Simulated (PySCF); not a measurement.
These are B3LYP-D3(BJ)/def2-TZVP in PySCF 2.14.0 values and carry that method's errors. Gas-phase values, no solvent. One relaxed conformer stands for a flexible species; it need not be the lowest. B3LYP has the VWN-RPA correlation part, as in Gaussian. Excitations are Tamm–Dancoff values on a coarser integration grid. The basis has no diffuse functions, so Rydberg states are missing or too high.

Reference species (SMILES): `SB(S)S` (neutral, multiplicity 1).

| Item | Result |
|---|---|
| HOMO–LUMO gap | 6.48 eV |
| LUMO | -0.87 eV |
| S1–T1 gap (TDA) | 0.77 eV |

Changed species: `SB(S)Cl` (H–S–B–Cl torsion 180°, Cl–B–S–H torsion 0°) (2 of 3 Cl replaced by SH; the reference has 3 of 3 Cl replaced by SH).

Predict the effect on the HOMO–LUMO gap, LUMO and S1–T1 gap (TDA).

the HOMO–LUMO gap falls by 0.14 eV, to 6.34 eV; the LUMO decreases by 0.30 eV, to -1.17 eV; the S1–T1 gap (TDA) rises by 0.44 eV, to 1.21 eV.
